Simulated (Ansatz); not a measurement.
Geometry optimisation, Ansatz, RKS BHLYP/def2-SVP.

The input (input.yaml):

```yaml
crystal:
  periodic: [false, false, false]
  atoms:
    - { symbol: B, position_ang: [-0.5602, -1.9204, -0.0082] }
    - { symbol: C, position_ang: [0.2778, -0.5826, -0.0049] }
    - { symbol: Cl, position_ang: [1.9865, -0.8614, -0.0031] }
    - { symbol: C, position_ang: [-0.1569, 0.6794, -0.0052] }
    - { symbol: "N", position_ang: [0.6208, 1.8146, -0.0046] }
    - { symbol: Br, position_ang: [-2.1278, 1.0137, -0.019] }
    - { symbol: H, position_ang: [-0.0674, -2.937, -0.0174] }
    - { symbol: H, position_ang: [-1.7495, -1.8097, -0.0375] }
    - { symbol: H, position_ang: [1.68517, 1.77282, -0.06551] }
    - { symbol: H, position_ang: [0.19394, 2.76619, -0.05483] }
basis:
  gaussian: { orbitals: def2-SVP }
hamiltonian:
  xc: { name: BHLYP }
relax:
  f_tol: 0.015
  max_steps: 40
```

Run as:

```bash
$ ansatz run input.yaml --threads 2 --pin off --max-ram 3072MiB --backend cpu --events-out ev --progress --plain --runs-dir out
```

Q: Where does it end, and by what steps?

A: It converged. After 6 steps the energy has fallen by 0.521 eV; H9 moved furthest, 0.16 Å.

| step | energy less start (eV) | largest force component (eV/Å) | accepted |
| --- | --- | --- | --- |
| 0 | 0.0000 | 3.261 | yes |
| 1 | -0.4511 | 1.416 | yes |
| 2 | -0.4750 | 0.929 | yes |
| 3 | -0.4042 | 1.187 | no |
| 4 | -0.5186 | 0.387 | yes |
| 5 | -0.5214 | 0.027 | yes |
| 6 | -0.5214 | 0.007 | yes |

```xyz
10
Properties=species:S:1:pos:R:3
B -0.567 -1.871 -0.013
C 0.255 -0.607 -0.019
Cl 2.026 -0.750 -0.017
C -0.184 0.689 -0.026
N 0.591 1.775 -0.031
Br -2.024 1.103 -0.030
H -0.022 -2.935 -0.007
H -1.760 -1.811 -0.015
H 1.589 1.647 -0.028
H 0.198 2.695 -0.035
```

Whether the end is a true minimum wasn't checked by a vibrational analysis.

Run time: 70 s on 2 threads of Arm Neoverse N1 (shared host), peak memory 0.35 GiB.
